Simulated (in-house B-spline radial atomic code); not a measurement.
## Ionising the magnesium ion Mg⁵⁺ with different functionals

Computed with a radial B-spline atomic code at the basis-set limit: non-relativistic Hamiltonian, point nucleus, spin-polarised at highest spin, spherical fractional occupations for the functionals, and exact exchange of hybrids averaged over the configuration. The ionisation energy is the difference of two self-consistent energies, [He] 2s2 2p3 → [He] 2s2 2p2, without Breit or QED terms; ε is the level of the shell that loses the electron (its least bound occupied spin orbital).

```tsv
method	rung	ΔSCF (eV)	-ε(2p) (eV)
PBE0	global hybrid	187.43	173.85
B3LYP	global hybrid	?	?
TPSSh	global hybrid	?	?
M06-2X	global hybrid	186.42	178.49
BHandHLYP	global hybrid	187.47	178.83
r2SCAN0	global hybrid	188.74	175.42
B97-1	global hybrid	187.40	173.01
HSE06	range-separated hybrid	187.39	173.37
wB97X	range-separated hybrid	187.18	175.51
CAM-B3LYP	range-separated hybrid	187.52	174.93
LC-wPBE	range-separated hybrid	187.41	174.69
```

Problem. What does B3LYP give?

Solution. ΔSCF 187.59 eV, and -ε(2p) = 172.93 eV.

Problem. What does TPSSh give?

Solution. ΔSCF 187.81 eV, and -ε(2p) = 171.28 eV.

Problem. Among the functionals, which spreads more, the ΔSCF values or the orbital energies?

Solution. The orbital energies: ΔSCF values span about 2.32 eV and the orbital energies 7.55 eV.

Problem. How do they compare with the NIST value?

Solution. NIST lists 186.76 eV ± 0.06 (semi-empirical, ground level to ground level). Errors run from -0.34 to +1.98 eV; M06-2X is closest (-0.34 eV), but part of that can be cancellation, since the calculations leave out relativity, Breit-QED terms, multiplet and fine-structure energies.
